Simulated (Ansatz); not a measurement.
H4AsFO2Si (SMILES O[Si](O)(F)[AsH2]), singlet, at a GFN2-xTB geometry; PBE0/def2-SVPD in Ansatz (a quantum-chemistry and plane-wave program).

Ansatz was given this input:
Ansatz 0.2 input:
```yaml
crystal:
  periodic: [false, false, false]
  atoms:
    - {symbol: O, position_ang: [-0.83673400, -1.07357199, 1.55860342]}
    - {symbol: Si, position_ang: [-0.77495616, -0.20770191, 0.20229745]}
    - {symbol: O, position_ang: [-1.84428796, 1.01213682, 0.33685760]}
    - {symbol: F, position_ang: [-1.37568255, -1.12368275, -1.00345850]}
    - {symbol: As, position_ang: [1.36286793, 0.39948507, -0.35236852]}
    - {symbol: H, position_ang: [-1.67711068, -1.31712495, 1.94294245]}
    - {symbol: H, position_ang: [-2.14621343, 1.46607472, -0.44432027]}
    - {symbol: H, position_ang: [1.58808017, 1.05385688, 0.97915985]}
    - {symbol: H, position_ang: [1.93930719, -0.87336101, 0.18565326]}
basis:
  gaussian:
    orbitals: def2-SVPD
hamiltonian:
  xc: pbe0
```

### Question
Write the output that Ansatz gives for this input, abridged.

### Answer

```
Functional definition: PBE0
1486 factors; their error is unknown
mean field evaluation 1: about -75558.1894 eV, gradient 7.3e1 eV
mean field evaluation 2: about -75544.8628 eV, gradient 1.1e2 eV
mean field evaluation 4: about -75566.9072 eV, gradient 5.1e0 eV
mean field evaluation 8: about -75566.9486 eV, gradient 4.6e-2 eV
mean field evaluation 16: about -75567.2925 eV, gradient 7.9e-5 eV
mean field -75567.29254395 eV, -2777.0467796395 hartree, gradient 7.9e-5 eV, S^2 0.000000; 0 other end points of the search recorded, 0 dependent functions left out
reference -75567.29258199 eV, -2777.0467810374 hartree; 38, 38 occupied and 125, 125 virtual orbitals, 1486 factors
Total energy: -75567.29258199 eV, -2777.0467810374 hartree
```
